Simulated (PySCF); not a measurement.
**Orbital picture of SeO**

r²SCAN at R = 1.644 Å; basis Se def2-SVP, O def2-SVP; no relativity; PySCF 2.14. State: ³Σ⁻ (triplet), unpaired electrons π ↑↑. Only the outer orbitals are listed, counted within each symmetry.

```json
{"spin": "α", "orbital": "8σ", "occ.": "1", "ε (eV)": "-26.87", "on Se (%)": "21", "main shells (%)": "75 O s, 14 Se s"}
{"spin": "α", "orbital": "9σ", "occ.": "1", "ε (eV)": "-17.34", "on Se (%)": "79", "main shells (%)": "76 Se s, 16 O s"}
{"spin": "α", "orbital": "10σ", "occ.": "1", "ε (eV)": "-10.72", "on Se (%)": "36", "main shells (%)": "58 O p, 29 Se p"}
{"spin": "α", "orbital": "4π", "occ.": "1", "ε (eV)": "-10.53", "on Se (%)": "35", "main shells (%)": "65 O p, 33 Se p"}
{"spin": "α", "orbital": "4π", "occ.": "1", "ε (eV)": "-10.53", "on Se (%)": "35", "main shells (%)": "65 O p, 33 Se p"}
{"spin": "α", "orbital": "5π", "occ.": "1", "ε (eV)": "-6.30", "on Se (%)": "68", "main shells (%)": "67 Se p, 32 O p"}
{"spin": "α", "orbital": "5π", "occ.": "1", "ε (eV)": "-6.30", "on Se (%)": "68", "main shells (%)": "67 Se p, 32 O p"}
{"spin": "α", "orbital": "11σ", "occ.": "0", "ε (eV)": "-0.91", "on Se (%)": "88", "main shells (%)": "73 Se p, 18 O p, 10 Se d"}
{"spin": "α", "orbital": "12σ", "occ.": "0", "ε (eV)": "5.58", "on Se (%)": "102", "main shells (%)": "103 Se s"}
{"spin": "α", "orbital": "2δ", "occ.": "0", "ε (eV)": "10.74", "on Se (%)": "100", "main shells (%)": "100 Se d"}
{"spin": "β", "orbital": "8σ", "occ.": "1", "ε (eV)": "-25.66", "on Se (%)": "25", "main shells (%)": "69 O s, 17 Se s"}
{"spin": "β", "orbital": "9σ", "occ.": "1", "ε (eV)": "-15.86", "on Se (%)": "74", "main shells (%)": "72 Se s, 19 O s"}
{"spin": "β", "orbital": "10σ", "occ.": "1", "ε (eV)": "-9.94", "on Se (%)": "38", "main shells (%)": "55 O p, 30 Se p, 9 Se s"}
{"spin": "β", "orbital": "4π", "occ.": "1", "ε (eV)": "-8.88", "on Se (%)": "43", "main shells (%)": "57 O p, 40 Se p"}
{"spin": "β", "orbital": "4π", "occ.": "1", "ε (eV)": "-8.88", "on Se (%)": "43", "main shells (%)": "57 O p, 40 Se p"}
{"spin": "β", "orbital": "5π", "occ.": "0", "ε (eV)": "-4.13", "on Se (%)": "62", "main shells (%)": "60 Se p, 38 O p"}
{"spin": "β", "orbital": "5π", "occ.": "0", "ε (eV)": "-4.13", "on Se (%)": "62", "main shells (%)": "60 Se p, 38 O p"}
{"spin": "β", "orbital": "11σ", "occ.": "0", "ε (eV)": "-0.07", "on Se (%)": "86", "main shells (%)": "69 Se p, 19 O p, 10 Se d"}
```

**Question.** Which are the highest filled and the lowest empty level, where do they sit, and how wide is the gap?

**Answer.** Highest filled α 5π at -6.30 eV (in %: 67 Se p, 32 O p); lowest empty β 5π at -4.13 eV (in %: 60 Se p, 38 O p); the gap at r²SCAN is 2.17 eV. Both belong to one degenerate shell, split only by its one-sided filling, so this is no excitation gap.

The bond order (Mayer) is 1.94, the ⟨S²⟩ is 2.007 and the charge on Se (Mulliken, basis-dependent) is 0.35. The charge on Se (Löwdin, basis-dependent) is 0.29 and the dipole moment (positive dipole means Se(−)O(+)) is -2.02 D.

Shares are Mulliken populations and can fall outside 0 to 100 %.

Spin–orbit coupling is left out. The state was picked by a PBE0 search and need not be the measured ground state.
